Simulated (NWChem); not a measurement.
Species: GeSiH5 cation

```xyz
7

Si     0.0084     1.5861    -0.0327
Ge     0.0003    -0.8286    -0.0143
H     -1.0598     1.9665    -0.9887
H      1.3945     1.9592    -0.4068
H     -0.3292     1.8358     1.3980
H     -1.2424    -1.6915    -0.2866
H      1.2227    -1.6915     0.3383
```
Atoms are numbered in this order, from 1.

Structure relaxed at the PBE0/def2-SVP level.

Question: Give the principal values of the shielding tensors (ppm) of Si1, Ge2 from LDA (Slater exchange, VWN5)/pcSseg-1, GIAO (NWChem), with their diamagnetic and paramagnetic parts as GIAO splits them.

Answer: 
```json
[
 {"atom": "Si1", "σ11": "304.3", "σ22": "385.4", "σ33": "413.0", "isotropic": "367.6", "diamagnetic": "880.6", "paramagnetic": "-513.1"},
 {"atom": "Ge2", "σ11": "-1851.7", "σ22": "-360.6", "σ33": "1492.3", "isotropic": "-240.0", "diamagnetic": "2757.6", "paramagnetic": "-2997.6"}
]
```
